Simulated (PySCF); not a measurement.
# Unknowns

- PBE0/pcSseg-1 with gauge-including orbitals
- GFN2-xTB structure
- code: PySCF
- no relativistic terms, a single conformation, gas phase, equivalent nuclei averaged

Referencing at the same level of theory: ¹H (σ = 31.72 ppm), ¹³C (σ = 186.93 ppm) against TMS. Splittings of carbon signals by F and P are missing where no couplings were computed. Where no couplings were computed, multiplicities follow the n + 1 count of equivalent neighbours, and m marks all less simple cases (inequivalent or close neighbours, rings, F or P nearby). Shifts are as computed. Against solution values, carbons near 30 ppm lie about +3 ppm off and those near 130 ppm about +5 ppm. Of 1211 compounds with measured shifts, 218 miss one by over three times the rms of a fit or turn the order of signals round; such compounds aren't used in these exercises. OH and NH positions are gas-phase values without hydrogen bonding to other molecules.

**Question.** C6H4F3N3. ¹H NMR (500 MHz, computed): δ 8.21 (m, 1H), 5.33 (d, 2H), 2.06 (t, 1H). ¹³C{¹H} NMR (computed): δ 147.3 (C), 131.3 (CH), 130.7 (C), 83.8 (CH), 81.5 (C), 40.9 (CH2). Identify the compound.

**Answer.** SMILES C#CCn1cc(C(F)(F)F)nn1. The formula gives 5 degrees of unsaturation (1 ring in the answer). 6 carbon signals for 6 carbons: no two carbons are equivalent. Carbon types of the structure: 3 × C, 2 × CH, 1 × CH2, which accounts for all hydrogens. δC 147.3: substituted aromatic carbon next to a ring nitrogen. δC 130.7: CF3 carbon; 3 electronegative neighbours deshield it. δC 83.8: terminal alkyne carbon; the triple bond shields along its axis, which puts it between sp3 and sp2 carbons. δC 81.5: alkyne carbon; sp carbons lie upfield of alkene carbons because the cylindrical π system leaves one tensor component strongly shielded.

The data come from this structure; uniqueness wasn't tested.

**Question.** C9H13N. ¹H NMR (400 MHz, computed): δ 7.36 (m, 1H), 7.31 (d, 1H), 6.99 (m, 1H), 6.79 (d, 1H), 3.50 (br s, 2H), 2.43 (sept, 1H), 1.30 (d, 6H). ¹³C{¹H} NMR (computed): δ 149.0, 134.3, 132.5, 129.8, 122.9, 118.4, 32.7, 23.3. What is it?

**Answer.** SMILES CC(C)c1ccccc1N. Rings plus π bonds: 4 (1 ring in the answer). 8 carbon signals for 9 carbons: some carbons are equivalent by symmetry or fast rotation. Carbon types of the structure: 2 × C, 5 × CH, 2 × CH3, leaving 2 H on heteroatoms. δC 149.0: aromatic carbon bearing nitrogen; σ withdrawal by the attached heteroatom moves it downfield of the ring CH carbons. δC 134.3: substituted aromatic carbon. δC 132.5, 129.8, 122.9, 118.4: aromatic CH. δC 32.7: sp3 CH on an aromatic ring; aliphatic region, no heteroatom directly attached.

The shifts were computed for this structure.
